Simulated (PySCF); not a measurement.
Si(Cl)(Me) (CH3ClSi), SMILES C[Si]Cl (connectivity only; charge and spin as stated), neutral, multiplicity 1. Geometry optimised at B3LYP-D3(BJ)/def2-TZVP.

TDDFT-M06-2X/def2-SVPD (PySCF) puts the lowest singlet excitations at 2.76, 5.54, 5.72, 6.29, 6.30, 6.53 eV.

Problem. What are the lowest excitation roots from ADC(2)/aug-cc-pVDZ run with PySCF? (Estimate from the structure and the level; the computed values follow.)

Solution. 3.03, 5.68, 5.82, 6.07, 6.19, 6.57 eV. S1 differs by 0.26 eV (second minus first; roots are paired by order, and the bases may differ).
